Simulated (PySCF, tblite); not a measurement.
A set of runs on `C=C1[CH2][GeH2][GeH2][SiH2]1`; the geometry of each is named by its level. Settings lines and outputs come from a driver script.

C3H10Ge2Si.
Atom-mapped SMILES: `[CH2:1]=[C:2]1[CH2:3][GeH2:4][GeH2:5][SiH2:6]1` (hydrogens: H7, H8 on C1; H9, H10 on C3; H11, H12 on Ge4; H13, H14 on Ge5; H15, H16 on Si6)

Step 1: GFN2-xTB geometry optimisation, gas phase (tblite 0.8.0) (from a force-field or distance-geometry start)
```json
{"job": {"kind": "relax", "xc": "GFN2-xTB", "basis": "xTB"}, "charge": 0, "multiplicity": 1}
```
```
step      E/eV     max force
  0    -463.82861    1.826
  1    -463.90654    1.163
  2    -463.95708    0.487
...
134    -464.28516    0.014
135    -464.28519    0.012
136    -464.28521    0.011
137    -464.28522    0.011
138    -464.28523    0.009
```

Energy lowered by 10.5 kcal/mol over 138 steps; largest atomic force 0.009 eV/Å at the end. «max force» is the largest atomic force in eV/Å.

Time: 1.8 s. Hardware: an Arm Neoverse N1 with one thread, no GPU, shared host.

Step 2: GFN2-xTB harmonic vibrations, gas phase (tblite 0.8.0) (on the GFN2-xTB geometry)
```json
{"job": {"kind": "ir", "xc": "GFN2-xTB", "basis": "xTB"}, "charge": 0, "multiplicity": 1}
```
```
(table of modes left out)
```

42 modes from 50 to 3102 cm⁻¹ (unscaled, harmonic); zero-point energy 64.9 kcal/mol; all wavenumbers are real at this level.

Hardware: one thread, Arm Neoverse N1 (aarch64), no GPU, shared host with 64 logical CPUs at a one-minute load of 59. Cost: 1.1 s of wall time.

Step 3: TDDFT CAM-B3LYP/def2-SVPD, vertical, gas phase, core orbitals frozen in the response (PySCF 2.14.0, density-fitted response routines) (on the GFN2-xTB geometry)
```json
{"job": {"kind": "uv", "xc": "CAM-B3LYP", "basis": "def2-SVPD", "nstates": 8, "ntriplets": 3}, "charge": 0, "multiplicity": 1}
```
```
...
Static polarisability (au): isotropic 126.234, principal 100.595 132.782 145.326
Singlet excitations
state   eV       nm        f      main configurations
  1   5.7810    214.5   0.05606   H->L 0.60, H->L+1 0.14, H->L+2 0.12
  2   6.1445    201.8   0.08130   H->L+1 0.71, H->L 0.20
  3   6.3716    194.6   0.10320   H-1->L 0.58, H-2->L 0.12
  4   6.4733    191.5   0.17943   H->L+2 0.68
  5   6.6831    185.5   0.16792   H-1->L+1 0.53, H->L+3 0.22, H-1->L 0.09
  6   6.7727    183.1   0.00911   H->L+3 0.39, H-2->L 0.15, H-1->L 0.10
  7   6.8106    182.0   0.05092   H->L+3 0.21, H-1->L+1 0.20, H-2->L 0.18
  8   7.0691    175.4   0.03607   H-1->L+2 0.53, H->L+4 0.17
Triplet excitations (Tamm-Dancoff, eV): 4.0829 5.5067 5.5807
```

HOMO -8.32 eV, LUMO 0.40 eV; lowest singlet 5.78 eV; lowest triplet 4.08 eV (Tamm–Dancoff); mean polarisability 126.2 au.

The run took 2.2 min on one thread of an Arm Neoverse N1, shared host with 64 logical CPUs at a one-minute load of 58, and the process peaked at 1.2 GiB of memory.

Geometry of the electronic-property runs (GFN2-xTB):
```
atom  x, y, z in Å
C1     1.8809    0.3577    1.3837
C2     0.9767    0.4604    0.4168
C3     1.0725   -0.3464   -0.8387
Ge4   -0.5233   -1.5433   -1.0190
Ge5   -2.1706   -0.0162   -0.1811
Si6   -0.5767    1.5317    0.6030
H7     1.8001    0.9206    2.2989
H8     2.7447   -0.2861    1.2986
H9     1.0671    0.3262   -1.7026
H10    2.0067   -0.9087   -0.8684
H11   -0.5571   -2.0588   -2.4445
H12   -0.2621   -2.7938   -0.2055
H13   -3.1299    0.3999   -1.2737
H14   -3.1062   -0.6847    0.7999
H15   -0.7441    1.9448    1.9967
H16   -0.4860    2.7056   -0.2755
```

 (This holds for the electronic-property runs.)

One conformer stands for the species.
